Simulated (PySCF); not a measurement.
How methods differ on the ionisation energy of Mo³⁹⁺

Mo³⁹⁺ [He] 2s1 (2S) → Mo⁴⁰⁺ 1s2 (1S), as a difference of total energies. All numbers are calculated (PySCF 2.14, the spin-free X2C one-electron Hamiltonian (Gaussian nucleus), in an uncontracted even-tempered set (19 s from 16 bohr⁻², ratio 2.2; 8 p from 24 bohr⁻², ratio 2.4; 5 d from 72 bohr⁻², ratio 2.4; 5 f from 110 bohr⁻², ratio 2.4; 4 g from 160 bohr⁻², ratio 2.4)). Correlated levels: nothing frozen; virtual orbitals above 40 to 60 times the deepest correlated orbital energy dropped. The calculations carry no spin-orbit coupling.

```tsv
method	ionisation energy (eV)	difference from reference (eV)
UHF	5716.8	+3.6
LDA	5711.4	-1.8
PBE	5720.5	+7.3
PBE0	5719.7	+6.5
r2SCAN	5714.6	+1.4
M06-2X	5721.3	+8.1
MN15	5724.5	+11.3
MP2 (all electrons)	5717.0	+3.8
SCS-MP2 (all electrons)	5717.0	+3.8
```

Reference: 5713.2 eV (theoretical estimate listed by NIST; NIST Atomic Spectra Database, ionization energies).

For this ion Breit and QED terms and the two-electron picture change, all absent here, outweigh the differences among the correlated methods.
